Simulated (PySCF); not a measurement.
thionyl fluoride cation (F2OS), SMILES O=S(F)F (connectivity only; charge and spin as stated), charge +1, multiplicity 2.

Geometry: PBE0-D3(BJ)/def2-TZVP. The multiplicity is an assumed one; other spin states were not compared.

Calculation: PySCF with TDA-B3LYP/def2-SVPD.

Vertical excitations. The molecule is in vacuum.

```tsv
state	energy (eV)	λ (nm)	f	main pairs
root 1	2.50	496	0.001	β HOMO→LUMO 99 %
root 2	3.39	366	0.014	β HOMO−1→LUMO 93 %
root 3	5.16	240	0.000	β HOMO−2→LUMO 99 %
root 4	5.54	224	0.028	β HOMO−3→LUMO 92 %
root 5	5.76	215	0.008	β HOMO−4→LUMO 97 %
root 6	7.16	173	0.001	β HOMO−5→LUMO 97 %
root 7	7.83	158	0.021	α HOMO→LUMO 92 %
root 8	7.88	157	0.026	β HOMO−6→LUMO 93 %
root 9	8.42	147	0.013	α HOMO→LUMO+1 91 %, β HOMO→LUMO+1 5 %
root 10	8.63	144	0.001	α HOMO−1→LUMO 51 %, β HOMO→LUMO+1 40 %
```
Unrestricted roots are not spin-pure.
